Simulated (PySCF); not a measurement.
# What builds the third ionisation energy along the third row

Calculated with PySCF 2.14 from differences of total energies of unrestricted determinants, without spin-orbit coupling. Each column adds one step, in eV (sums use unrounded values): valence MP2, valence CCSD, valence triples, then the next inner shell at CCSD(T) (Si 2s 2p, P 2s 2p, S 2s 2p, Cl 2s 2p, Ar 2s 2p). References (NIST) marked * lie between the lowest fine-structure levels; the others compare directly ((s) semi-empirical, (t) theoretical).

```csv
element,UHF,+ MP2,+ CCSD,+ (T),+ inner shell,sum,reference
"Si [Ne] 3s2 → [Ne] 3s1 (aug-cc-pCVTZ-DK, spin-free X2C)",32.021,0.873,0.346,0.000,0.168,33.408,33.493
"P [Ne] 3s2 3p1 → [Ne] 3s2 (aug-cc-pCVTZ-DK, spin-free X2C)",29.572,0.300,0.128,0.029,0.025,30.055,30.203 *
"S [Ne] 3s2 3p2 → [Ne] 3s2 3p1 (aug-cc-pCVTZ-DK, spin-free X2C)",34.149,0.485,0.045,0.032,0.028,34.739,34.86 ± 0.04 (s) *
"Cl [Ne] 3s2 3p3 → [Ne] 3s2 3p2 (aug-cc-pCVTZ-DK, spin-free X2C)",38.957,0.657,-0.070,0.035,0.029,39.609,39.8 ± 0.11 (s) *
"Ar [Ne] 3s2 3p4 → [Ne] 3s2 3p3 (aug-cc-pCVTZ-DK, spin-free X2C)",39.387,0.825,0.112,0.028,0.040,40.392,40.735 ± 0.012 (s) *
```

What remains against the references is mostly basis incompleteness and, for starred values, spin-orbit coupling.

Q: What share of the correlation contribution for Ar comes from the inner shell?

A: The four steps add to 1.005 eV, of which the inner shell gives 0.040 eV, or 4 %.
